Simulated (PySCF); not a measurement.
Bonds broken one at a time in the series Ga SH-H. Gas-phase values, no solvent. One relaxed conformer stands for each flexible species; it need not be the lowest. Strings in code marks are SMILES.

The four lowest singlet excitations (Tamm–Dancoff). Calculation: PBE0-D4/def2-TZVP (PySCF 2.14.0). Excitations are Tamm–Dancoff values on a coarser integration grid. The basis has no diffuse functions, so Rydberg states are missing or too high.

```json
[
 {"state": "S1", "energy (eV)": "5.42", "wavelength (nm)": "229", "oscillator strength": "0.075"},
 {"state": "S2", "energy (eV)": "5.64", "wavelength (nm)": "220", "oscillator strength": "0.001"},
 {"state": "S3", "energy (eV)": "5.94", "wavelength (nm)": "209", "oscillator strength": "0.001"},
 {"state": "S4", "energy (eV)": "6.53", "wavelength (nm)": "190", "oscillator strength": "0.007"}
]
```

Problem. Name which member gives these states.
(A) `[SH][Ga]([SH])[SH]`
(B) `[SH][GaH][SH]` (H–S–Ga–S torsion 0°, S–Ga–S–H torsion 180°)
(C) `[SH][GaH2]` (H–S–Ga–H torsion 180°)

Solution. C, `[SH][GaH2]` (H–S–Ga–H torsion 180°)
